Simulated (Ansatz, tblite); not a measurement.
(BeO)n: gap (eV) at several levels, gas phase, relaxed structures; Ansatz, xTB through tblite. Clusters are the lowest isomers that short searches found in that spin, judged at the geometry's level. A dash marks a value that wasn't run or was left out as unsound. The structures are stationary points that may keep the symmetry of their start.

```json
{"species": "(BeO)2 ring (Be2O2)", "state": "singlet", "geometry": "PBE-D4/def2-TZVP", "GFN2-xTB": "2.69", "PBE-D4/def2-SVP": "2.62", "PBE-D4/def2-TZVP": "2.72", "r2SCAN-D4/def2-TZVP": "3.50", "PBE0-D4/def2-TZVP": "4.99", "r2SCAN0-D4/def2-TZVP": "5.51"}
{"species": "(BeO)3 ring (Be3O3)", "state": "singlet", "geometry": "PBE0-D4/def2-SVP", "GFN2-xTB": "4.44", "PBE-D4/def2-SVP": "4.95", "PBE-D4/def2-TZVP": "4.76", "r2SCAN-D4/def2-TZVP": "5.60", "PBE0-D4/def2-TZVP": "7.07", "r2SCAN0-D4/def2-TZVP": "7.63"}
{"species": "(BeO)4 cube (Be4O4)", "state": "singlet", "geometry": "B3LYP-D4/def2-SVP", "GFN2-xTB": "2.65", "PBE-D4/def2-SVP": "4.34", "PBE-D4/def2-TZVP": "4.14", "r2SCAN-D4/def2-TZVP": "4.89", "PBE0-D4/def2-TZVP": "6.48", "r2SCAN0-D4/def2-TZVP": "–"}
{"species": "(BeO)4 ring (Be4O4)", "state": "singlet", "geometry": "PBE-D4/def2-SVP", "GFN2-xTB": "5.29", "PBE-D4/def2-SVP": "5.12", "PBE-D4/def2-TZVP": "5.00", "r2SCAN-D4/def2-TZVP": "5.82", "PBE0-D4/def2-TZVP": "7.28", "r2SCAN0-D4/def2-TZVP": "7.83"}
{"species": "Be9O9", "state": "singlet", "geometry": "r2SCAN-D4/def2-SVP", "GFN2-xTB": "7.14", "PBE-D4/def2-SVP": "5.40", "PBE-D4/def2-TZVP": "5.30", "r2SCAN-D4/def2-TZVP": "6.10", "PBE0-D4/def2-TZVP": "7.49", "r2SCAN0-D4/def2-TZVP": "–"}
```

Q: Estimate the rows for (BeO)6 prism (Be6O6) (singlet, PBE-D4/def2-SVP geometry); Be7O7 (singlet, PBE0-D4/def2-SVP geometry).

A: 
```json
{"species": "(BeO)6 prism (Be6O6)", "state": "singlet", "geometry": "PBE-D4/def2-SVP", "GFN2-xTB": "3.35", "PBE-D4/def2-SVP": "5.21", "PBE-D4/def2-TZVP": "4.85", "r2SCAN-D4/def2-TZVP": "5.66", "PBE0-D4/def2-TZVP": "7.18", "r2SCAN0-D4/def2-TZVP": "7.72"}
{"species": "Be7O7", "state": "singlet", "geometry": "PBE0-D4/def2-SVP", "GFN2-xTB": "6.87", "PBE-D4/def2-SVP": "5.31", "PBE-D4/def2-TZVP": "5.25", "r2SCAN-D4/def2-TZVP": "6.02", "PBE0-D4/def2-TZVP": "7.47", "r2SCAN0-D4/def2-TZVP": "7.97"}
```

Over the 5 species that have every level, the mean is 4.53 at GFN2-xTB, 4.64 at PBE-D4/def2-SVP, 4.52 at PBE-D4/def2-TZVP, 5.32 at r2SCAN-D4/def2-TZVP, 6.80 at PBE0-D4/def2-TZVP, 7.33 at r2SCAN0-D4/def2-TZVP. Orbital gaps grow with the share of exact exchange and aren't one observable across functionals.
